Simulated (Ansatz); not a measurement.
A calculation with Ansatz (development build ahead of 0.2.0).

```yaml
crystal:
  periodic: [false, false, false]
  atoms:
    - { symbol: Zn, position_ang: [0.0, 0.0, 0.0] }
    - { symbol: F, position_ang: [0.0, 0.0, 1.77] }
basis:
  gaussian: { orbitals: def2-SVP }
magnetization:
  spin_polarized: true
  initial_magnetization: 1
hamiltonian:
  xc: pbe0
scf:
  omitted_lower_state_checks: [starts, atomic_configurations, cluster_reference, orbital_swaps, given_window_search, neighbouring_geometries, increment]
output:
  forces: true
```

The input is written out in the form of the current development build from the run's settings.

Results

- Converged: yes
- Total energy: -1878.53859 hartree
- Spin squared of the determinant: 0.752
- Stability test: minimum

Forces (eV/Å):
| atom | Fx | Fy | Fz |
| --- | --- | --- | --- |
| Zn1 | 0.000 | 0.000 | -0.118 |
| F2 | 0.000 | 0.000 | 0.118 |
